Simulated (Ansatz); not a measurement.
Ansatz results at the PBE0-D4/def2-TZVP geometry: size of the dipole moment (PBE/def2-TZVPP) 0.00 D; LUMO energy (B3LYP/def2-TZVPP) -1.80 eV; size of the dipole moment (ωB97M-V/def2-TZVPP) 0.00 D.

Each molecule was computed in one conformer, which needn't be the lowest.

Which molecule gave them?
A. `N#[C][GaH][F]`
B. `C[O][Ga]([OH])[OH]`
C. `[SiH3][O][Ga]([O][SiH3])[O][SiH3]`
D. `C[O][Ga]([Br])[O][SiH3]`

C. The others give `C[O][Ga]([Br])[O][SiH3]`: 1.21, -1.74, 1.20; `C[O][Ga]([OH])[OH]`: 0.20, -1.19, 0.20; `N#[C][GaH][F]`: 3.16, -2.86, 3.33.

B3LYP here is the variant with VWN-RPA as its local correlation; programs differ in this.
